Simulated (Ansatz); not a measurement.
SrO₂⁻. Charge -1, multiplicity 4. Geometry PBE0-D4/def2-TZVPD.

```xyz
3

Sr   -0.410   -0.708    1.284
O     0.297   -0.229   -0.934
O     0.114    0.936   -0.350
```

In the def2 sets Sr takes a core potential; there is no spin–orbit coupling. The structure holds 1 bond(s) between oxygen atoms. At LDA (SPW92)/def2-TZVPD, PBE-D4/def2-TZVPD, r2SCAN-D4/def2-TZVPD, PBE0-D4/def2-TZVPD and others the highest occupied level of the charge -1 quartet lies above zero (up to 1.58 eV). It is a level of α spin, whose loss leaves a triplet; that state wasn't run at this geometry and level. The electron is either unbound and held by the finite basis, or the level is raised by self-interaction error. At LDA (SPW92)/def2-TZVPD the gap within one spin of the charge -1 quartet nearly closes, so an electron or hole may be smeared out by delocalisation error. At PBE0-D4/def2-TZVPD a doublet of charge -1 lies 0.95 eV below the quartet, each at its own geometry. Another isomer (doublet) lies 0.30 eV lower at PBE-D4/def2-TZVPD.

**Question.** Estimate the α-spin orbital energies around the gap (eV) in Ansatz with LDA (SPW92)/def2-TZVPD, PBE-D4/def2-TZVPD, r2SCAN-D4/def2-TZVPD, PBE0-D4/def2-TZVPD, ωB97M-V/def2-TZVPD.

**Answer.** 
```
orbital  LDA (SPW92)/def2-TZVPD  PBE-D4/def2-TZVPD  r2SCAN-D4/def2-TZVPD  PBE0-D4/def2-TZVPD  ωB97M-V/def2-TZVPD
 HOMO−5                   -7.48              -7.35                 -7.92               -9.21              -11.44
 HOMO−4                   -6.78              -6.53                 -6.96               -8.51              -10.87
 HOMO−3                   -2.11              -2.05                 -2.50               -3.93               -5.98
 HOMO−2                   -1.78              -1.56                 -1.83               -3.22               -5.52
 HOMO−1                    0.15               0.23                  0.14               -0.40               -1.64
   HOMO                    1.58               1.52                  1.49                1.03                0.61
   LUMO                    1.66               1.71                  1.73                2.10                3.19
 LUMO+1                    2.01               2.12                  2.21                2.60                3.64
 LUMO+2                    2.33               2.42                  2.56                3.07                4.46
 LUMO+3                    2.35               2.47                  2.66                3.15                4.67
 LUMO+4                    2.82               2.95                  3.10                3.58                4.71
 LUMO+5                    3.09               3.16                  3.45                3.74                4.73
 β HOMO                   -1.32              -1.22                 -1.37               -2.78               -4.99
 β LUMO                   -0.69              -0.28                  0.20                1.32                3.70
```
